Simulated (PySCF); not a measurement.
**Pd²⁺ (palladium, charge +2) across methods**

[Kr] 4d7 5p1, one real determinant (an excited configuration). Computed with PySCF 2.14 in ANO-RCC-VTZP (7s6p4d2f1g, 68 functions), with scalar relativity by spin-free X2C-1e.

```csv
method,E (hartree),mean ε 4d α (eV),mean ε 4d β (eV),mean ε 5p α (eV),Σ⟨r²⟩ (bohr²),⟨S²⟩
PBE,-5043.22,-33.540,-31.417,-16.842,37.28,6.001
LDA,-5038.21,-33.661,-31.474,-17.017,37.28,6.000
r2SCANh,-5043.61,-34.974,-32.598,-17.203,37.28,6.002
UHF,-5041.25512,-41.526,-38.706,-18.891,37.66,6.004
LC-wPBE,-5043.20,-38.533,-36.373,-19.600,37.22,6.001
HSE06,-5043.24,-35.368,-33.093,-17.107,37.32,6.001
PBE0,-5043.30,-35.797,-33.520,-17.481,37.29,6.001
r2SCAN,-5043.62,-34.139,-31.798,-16.955,37.28,6.002
```

⟨L²⟩ = 13.70 against 20 for a pure G term, so this real determinant mixes terms.
